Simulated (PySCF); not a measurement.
# Excitation energy of Sb²⁺ by level of theory

Sb²⁺ [Kr] 4d10 5s2 5p1 (2P) → Sb²⁺ [Kr] 4d10 5s1 5p1 5d1 (high-spin determinant), as a difference of total energies. Computed with PySCF 2.14 in dyall-av2z (22s16p12d, 130 functions), with no relativity, point nucleus. Correlated levels: valence: [Kr] 4d10 frozen; virtual orbitals above 40 to 60 times the deepest correlated orbital energy dropped. The calculations carry no spin-orbit coupling.

```json
{"method": "UHF", "excitation energy (eV)": "16.309"}
{"method": "MP2 (valence)", "excitation energy (eV)": "17.018"}
{"method": "SCS-MP2 (valence)", "excitation energy (eV)": "17.236"}
{"method": "CCSD (valence)", "excitation energy (eV)": "16.729"}
{"method": "CCSD(T) (valence)", "excitation energy (eV)": "16.588"}
```

Q: How much does correlation contribute at CCSD(T) (valence)?

A: 16.588 − (16.309) = 0.279 eV, measured against UHF.

The promoted electron is Rydberg-like, and one or two diffuse shells describe it only roughly, which tends to raise the upper state.

The coupled-cluster amplitudes are large for the upper state (T1 above 0.03 or a double amplitude above 0.15), so a single reference is strained.

The determinant of the upper state mixes LS terms, which raises its energy above the lowest term, most at the Hartree-Fock and MP2 levels.
